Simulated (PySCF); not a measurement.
Cartesian coordinates (Å):
```xyz
9

Mo     0.1469     0.1013    -0.0202
F      0.3796    -1.7334     0.2257
F     -0.3548     0.0878     1.7768
F      1.9037     0.3331     0.5563
F     -1.6298    -0.2611    -0.4508
O      0.6868    -0.0726    -1.7770
H      1.0144    -0.7239    -2.4226
O     -0.1540     1.9246    -0.0689
H     -0.4714     2.6470     0.5023
```
Charge 0, multiplicity 1.

Problem. Give the total energy, charge on the central atom (Mulliken), HOMO, HOMO–LUMO gap and LUMO at the level PBE-D3(BJ)/def2-TZVP // TPSS-D3(BJ)/def2-SVP (PySCF).

Solution. 
The total energy comes out as -619.2292 Ha. The charge on the central atom (Mulliken) comes out as 1.73 e. The HOMO comes out as -8.91 eV. The HOMO–LUMO gap is 3.86 eV. The LUMO is -5.04 eV.
